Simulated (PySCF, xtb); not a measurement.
GaFClBr, SMILES [Ga]([F])([Cl])[Br].

GFN2-xTB run with xtb at its own geometry gives an orbital gap of 3.71 eV and a dipole moment of 3.90 D.

Geometry optimised at B3LYP-D3(BJ)/def2-SVP.

What does PBE/def2-TZVPD (PySCF) give? (An estimate is asked for; the answer gives what the named calculation found.)

gap 4.60 eV (levels -7.90 and -3.30 eV), dipole 1.07 D.
